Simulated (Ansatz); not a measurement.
Program: Ansatz. Geometries: PBE0-D4/def2-TZVP. ΔE: electronic, gas phase. CBS: MP2 limit from def2 TZ/QZ plus the TZ coupled-cluster correction, frozen cores. This one scheme is used for every species, atoms too. Functionals use def2-TZVPP. B3LYP here is the variant with VWN-RPA as its local correlation; programs differ in this. No spin–orbit coupling; open shells (•) take unrestricted orbitals. Spin–orbit coupling would lower the free atoms: a little for B, F, O; clearly for Br. Bonds to Br are less sure, by a few kJ/mol each and by 10 to 20 or more in all where they break to atoms, as the def2 sets lack core-valence functions. Scalar relativity is left out up to krypton. One conformer a species, not always the lowest.

Consider the atomization: `OB(F)Br` → B• + Br• + F• + H• + O•.

`OB(F)Br`:

Z-matrix (Å, degrees):
```
B
O 1 1.340
Br 1 1.930 2 122.4
F 1 1.314 2 119.1 3 180.0
H 2 0.960 1 113.9 3 -0.0
```

What is ΔE at CCSD(T)/CBS? (Estimate.)

Ansatz gave: +495.8 kcal/mol.

What do these levels give: BLYP-D4, r2SCAN-D4, B3LYP-D4, CAM-B3LYP-D4, ωB97X-V, BLYP, PBE0, B3LYP, LC-ωPBE, CCSD/def2-SVP, SCS-MP2/def2-QZVPP, HF/CBS(def2)? (Best estimate.)

Ansatz gave: BLYP-D4 494.7, r2SCAN-D4 500.6, B3LYP-D4 491.1, CAM-B3LYP-D4 495.8, ωB97X-V 493.2, BLYP 490.0, PBE0 493.3, B3LYP 487.7, LC-ωPBE 494.3, CCSD/def2-SVP 464.7, SCS-MP2/def2-QZVPP 500.7, HF/CBS(def2) 363.9 kcal/mol.

Largest T1 diagnostic among the species: 0.014.

The D4 term adds +3.4 kcal/mol with B3LYP and +1.7 kcal/mol with PBE0; it sums over pairs of atoms, weighted by their polarisabilities, and B3LYP, whose exchange is more repulsive, gets the larger term. From PBE to PBE0 (25 % exact exchange), in def2-TZVPP and without D4, ΔE moves by −14.5 kcal/mol: exact exchange takes away binding that semilocal exchange gives to molecules. Leaving LDA and LC-ωPBE aside and taking each functional with its dispersion term where it has one, the values, not all of them listed here, spread over 38.7 kcal/mol, from BHLYP-D4 to PBE-D4. LDA lies +72.2 kcal/mol from PBE without D4, its usual overbinding.

For atomizations the MP2-based limit and the directly extrapolated one differ by several kJ/mol either way, and by 10 to 25 for some Ge, Se and Sn compounds, so smaller differences from it don't rank the levels.
